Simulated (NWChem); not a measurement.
System: CH5ClFNSi; SMILES C([Si@H](F)Cl)N

Here is an NWChem input.

```
start job
memory heap 200 mb stack 900 mb global 1100 mb
geometry units angstroms noautoz
  N     -0.398765     2.629157    -0.039808
  C     -0.917501     1.264743    -0.269202
  Si     0.237635    -0.078962     0.363337
  F      1.655961     0.078960    -0.393016
  Cl    -0.488799    -1.983383    -0.020599
  H     -0.260387     2.801654     0.954610
  H      0.508118     2.745169    -0.488613
  H     -1.096272     1.134911    -1.343676
  H     -1.901786     1.177884     0.207775
  H      0.499794     0.032590     1.817787
end
basis spherical
  * library def2-svp
end
dft
  xc b3lyp
  iterations 150
  mulliken
end
task dft energy
```

The geometry was optimised at B3LYP/6-31G* (spherical d). B3LYP is NWChem's, with the RPA form of VWN correlation.

Predict the main results of this run. (B3LYP/def2-SVP.) Quantities: energy (Ha); highest occupied level (eV); orbital gap (eV); dipole (D).


```json
{
  "energy (Ha)": "-945.15",
  "highest occupied level (eV)": "-6.58",
  "orbital gap (eV)": "7.12",
  "dipole (D)": "1.48"
}
```
